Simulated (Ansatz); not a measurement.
`FB(Cl)Cl` + `C=N` → `C=NB(F)Cl` + HCl at 400 K and 1 bar (ligand exchange at a B–Cl bond).

Isolated molecules relaxed with PBE0-D4/def2-TZVP in Ansatz; ΔE leaves out vibrations. CBS: MP2 limit from def2 TZ/QZ plus the TZ coupled-cluster correction, frozen cores. This one scheme is used for every species. One conformer a species, not always the lowest.

```csv
species,CCSD(T)/CBS energy (Eh),H − E (kJ/mol),S (J/(mol·K))
`FB(Cl)Cl`,-1044.28221,43.9,305.5
`C=N`,-94.52360,119.4,238.9
`C=NB(F)Cl`,-678.42235,128.3,343.0
HCl,-460.38127,29.6,195.4
```

H − E and S are ideal-gas, rigid-rotor, harmonic terms from PBE0-D4/def2-TZVP, for one conformer and one mirror image of each species. 1 Eh = 2625.50 kJ/mol, R = 8.31446 J/(mol·K).

**Question.** By hand: ΔE, ΔH, ΔS and ΔG.

**Answer.** ΔE = (-678.42235) + (-460.38127) − (-1044.28221) − (-94.52360) = 0.00219 Eh = 5.7 kJ/mol. Δ(H − E) = 128.3 + 29.6 − 43.9 − 119.4 = -5.4, so ΔH = 0.3 kJ/mol. ΔS = 343.0 + 195.4 − 305.5 − 238.9 = -6.0 J/(mol·K). ΔG = 0.3 − 400 × (-6.0)/1000 = 2.7 kJ/mol.

**Question.** By hand: the equilibrium constant, and the temperature at which ΔG would vanish if ΔH and ΔS stayed fixed.

**Answer.** log₁₀ K = −ΔG/(RT ln 10) = -0.4. ΔH and −TΔS have one sign here, so there is no such temperature. One of them is within its doubt of zero, so this could turn.

TΔS isn't small against ΔH here. The sign of ΔG lies within the doubt. A doubt of 5 kJ/mol in ΔE shifts log₁₀ K by 0.7 here. Other conformers and mirror images would add mixing entropy, several J/(mol·K) or more a flexible species. These are equilibria of isolated gas molecules and say nothing of rates. Largest T1 diagnostic: 0.013 (customary marks: 0.02 for closed shells, 0.045 for open ones).
